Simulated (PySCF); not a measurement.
[closo-1,7-(F)2B12H10]2-, charge -2

Geometry:
```
atom   x (Å)   y (Å)   z (Å)
  B1  -1.442  -0.801   0.208
  B2  -0.138  -0.947   1.396
  B3  -1.397   0.818  -0.511
  B4   1.462   0.832  -0.220
  B5  -0.031   1.681   0.223
  B6   0.745   0.601   1.398
  B7   1.019  -0.572  -1.226
  B8  -1.018   0.592   1.218
  B9   1.378  -0.787   0.496
 B10  -0.745  -0.581  -1.406
 B11   0.032  -1.676  -0.234
 B12   0.136   0.959  -1.392
 F13  -2.708  -1.509   0.393
 H14  -0.235  -1.628   2.386
 H15  -2.398   1.392  -0.872
 H16   2.511   1.417  -0.373
 H17  -0.051   2.884   0.385
 H18   1.283   1.021   2.397
 H19   1.750  -0.987  -2.096
 H20  -1.749   1.005   2.088
 F21   2.588  -1.482   0.932
 H22  -1.281  -1.003  -2.405
 H23   0.054  -2.871  -0.393
 H24   0.235   1.643  -2.390
```

Total charge -2.

Method used: GIAO BP86/def2-SVP magnetisability, rotational g tensor and spin-rotation constants, non-relativistic, gas phase in PySCF. Geometry: GFN2-xTB.

For an ion the centre-of-mass motion in the field is neglected. The highest occupied orbital is unbound at this level, so the values depend on the basis.

How diamagnetic is it, and how anisotropic?

Isotropic -2744 × 10⁻³⁰ J/T², or -165.2 × 10⁻⁶ cm³/mol; principal values -2823, -2747, -2663 × 10⁻³⁰ J/T², anisotropy 139 × 10⁻³⁰ J/T² (root of half the summed squared differences of the principal values). The susceptibility is in cgs units.

Split it along the inertial axes a, b, c into diamagnetic and paramagnetic parts about the centre of mass, with the quadrupole moment.


| axis | χ (10⁻⁶ cm³/mol) | diamagnetic (10⁻⁶ cm³/mol) | paramagnetic (10⁻⁶ cm³/mol) | summed x² of all electrons (Å²) | quadrupole Θ (D Å) |
| --- | --- | --- | --- | --- | --- |
| a | -170.0 | -1132.4 | 962.4 | 231.5 | -8.68 |
| b | -165.4 | -1470.5 | 1305.1 | 151.8 | +1.12 |
| c | -160.3 | -1625.8 | 1465.5 | 115.1 | +7.57 |

Anisotropies 2χaa − χbb − χcc = -14.2 and 2χbb − χaa − χcc = -0.5 × 10⁻⁶ cm³/mol. Θ is traceless in Buckingham's convention.

And the rotational g tensor?


| axis | rotational constant (GHz) | g | nuclear part | electronic part |
| --- | --- | --- | --- | --- |
| a | 1.2649 | -0.0210 | 0.5508 | -0.5719 |
| b | 0.8774 | -0.0189 | 0.5191 | -0.5379 |
| c | 0.7730 | -0.0198 | 0.5124 | -0.5322 |

Asymmetric top; isotopes 11B, 19F, 1H; no vibrational averaging.
